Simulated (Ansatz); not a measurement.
Cost and result for the atomization energy of `COB(O)F` (9 atoms, 8 bonds).

```
atom   x (Å)   y (Å)   z (Å)
  C1   1.071  -0.738  -0.415
  O2  -0.185  -0.485   0.183
  B3  -0.729   0.754   0.238
  O4  -1.936   0.962   0.817
  F5  -0.101   1.813  -0.273
  H6   1.727  -1.200   0.325
  H7   1.536   0.178  -0.785
  H8   0.935  -1.433  -1.246
  H9  -2.317   0.149   1.158
```

Charge 0, multiplicity 1. All single points use the PBE0-D4/def2-TZVP geometry. It is one conformer, not always the lowest. Program: Ansatz. Hardware: A = 2 threads of an AMD EPYC 7R13 on a shared host; B = 2 threads of an AMD EPYC 7R13 on a shared host and a share of an NVIDIA H100 80 GB. Times are those of one run each, without the atoms' runs, and a repeat can differ threefold. Electronic energies, without spin–orbit coupling; frozen cores. CCSD(T)/CBS extrapolates def2-TZVPP and def2-QZVPP, and its time is that of the two runs behind it. T1 = 0.012. B3LYP takes the VWN-RPA correlation (the form of Gaussian; ORCA's B3LYP/G).

CCSD(T)/CBS is a level of theory with its own doubt, some kJ/mol a heavy atom from the limit and from the frozen cores, so smaller differences don't rank the functionals.

| level | functions | wall time |
| --- | --- | --- |
| PBE-D4/def2-TZVPP (with forces) [A] | 211 | 2.3 s |
| PBE0-D4/def2-TZVPP [A] | 211 | 3.1 s |
| B3LYP-D4/def2-TZVPP (with forces) [A] | 211 | 3.9 s |
| r2SCAN-D4/def2-TZVPP (with forces) [A] | 211 | 4 s |
| B2PLYP/def2-TZVPP [A] | 211 | 5 s |
| CCSD(T)/def2-TZVPP [B] | 211 | 6.5 s |
| ωB97X-V/def2-TZVPP [A] | 211 | 6.5 s |
| ωB97M-V/def2-TZVPP (with forces) [A] | 211 | 9 s |
| CCSD(T)/def2-QZVPP [B] | 405 | 23 s |
| CCSD(T)/CBS(def2) | – | 30 s |

Problem. What atomization energy does each give, and how far from CCSD(T)/CBS? (Best estimate.)

Solution. The calculation gave: 
```json
{"level": "PBE-D4/def2-TZVPP (with forces) [A]", "atomization (kJ/mol)": "3970.9", "difference from CCSD(T)/CBS": "91.6", "per bond": "11.5"}
{"level": "PBE0-D4/def2-TZVPP [A]", "atomization (kJ/mol)": "3875.9", "difference from CCSD(T)/CBS": "-3.4", "per bond": "-0.4"}
{"level": "B3LYP-D4/def2-TZVPP (with forces) [A]", "atomization (kJ/mol)": "3874.0", "difference from CCSD(T)/CBS": "-5.3", "per bond": "-0.7"}
{"level": "r2SCAN-D4/def2-TZVPP (with forces) [A]", "atomization (kJ/mol)": "3899.3", "difference from CCSD(T)/CBS": "20.0", "per bond": "2.5"}
{"level": "B2PLYP/def2-TZVPP [A]", "atomization (kJ/mol)": "3852.5", "difference from CCSD(T)/CBS": "-26.8", "per bond": "-3.3"}
{"level": "CCSD(T)/def2-TZVPP [B]", "atomization (kJ/mol)": "3784.6", "difference from CCSD(T)/CBS": "-94.7", "per bond": "-11.8"}
{"level": "ωB97X-V/def2-TZVPP [A]", "atomization (kJ/mol)": "3876.4", "difference from CCSD(T)/CBS": "-2.9", "per bond": "-0.4"}
{"level": "ωB97M-V/def2-TZVPP (with forces) [A]", "atomization (kJ/mol)": "3894.6", "difference from CCSD(T)/CBS": "15.3", "per bond": "1.9"}
{"level": "CCSD(T)/def2-QZVPP [B]", "atomization (kJ/mol)": "3840.9", "difference from CCSD(T)/CBS": "-38.4", "per bond": "-4.8"}
{"level": "CCSD(T)/CBS(def2)", "atomization (kJ/mol)": "3879.3", "difference from CCSD(T)/CBS": "0.0", "per bond": "0.0"}
```

The D4 term adds +19.8 kJ/mol with B3LYP and +10.3 kJ/mol with PBE0; it sums over pairs of atoms, weighted by their polarisabilities, and B3LYP, whose exchange is more repulsive, gets the larger term. From PBE to PBE0 (25 % exact exchange), in def2-TZVPP and without D4, the atomization energy moves by −93.0 kJ/mol: exact exchange takes away binding that semilocal exchange gives to molecules. In def2-TZVPP, CCSD(T) changes the Hartree–Fock value by +923.5 kJ/mol (the triples alone add +56.9 kJ/mol) and MP2 by +1041.6 kJ/mol; breaking electron pairs costs correlation energy, which Hartree–Fock lacks.
